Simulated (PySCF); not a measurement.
NMR data simulated for an unnamed compound:

$^{1}$H NMR (400 MHz, computed): δ 13.17 (d, 1H), 6.48 (m, 1H), 6.27 (m, 1H), 6.19 (m, 1H), 5.23 (m, 1H), 4.80 (m, 1H), 4.25 (m, 2H), 4.11 (m, 2H).

$^{13}$C{$^{1}$H} NMR (computed): δ 264.2 (CH), 142.1 (CH), 140.4 (CH2).

- GFN2-xTB geometry
- GIAO PBE0/pcSseg-1 shieldings
- code: PySCF
- isolated molecule, no relativistic terms, fast rotation and ring inversion assumed for equivalent nuclei, one computed conformer

Shifts are taken against calculated references (same method and geometry level): $^{1}$H, $^{13}$C vs TMS.

Which of these does the molecule contain: a vinyl group CH=CH2, a non-aromatic C=C double bond, an aldehyde, an OH group, a three-membered ring, a Si–H bond?

Answers


- A vinyl group CH=CH2: yes (δC 140.4, 142.1; δH 6.19 (m), 6.27 (m), 6.48 (m)).
- A non-aromatic C=C double bond: yes.
- An aldehyde: no.
- An OH group: no.
- A three-membered ring: no.
- A Si–H bond: yes (δH 5.23 (m)).

The data belong to SMILES C=C[Si@H]1[SiH2][Si@H](C=O)[SiH2]1, C3H10OSi4; they needn't prove each group on their own.

Carbon signals by region: 1 in the far downfield region (above 160 ppm), 2 in the sp2 and nitrile region (100–160 ppm). Above 160 ppm: 264.2, carbonyl carbon.

Shifts are as computed. Against solution values, carbons near 30 ppm lie about +3 ppm off and those near 130 ppm about +5 ppm. Of 1211 compounds with measured shifts, 218 miss one by over three times the rms of a fit or turn the order of signals round; such compounds aren't used in these exercises. Multiplicities follow the n + 1 count of equivalent neighbours, as no J values were calculated; m marks all less simple cases, F and P coupling included.
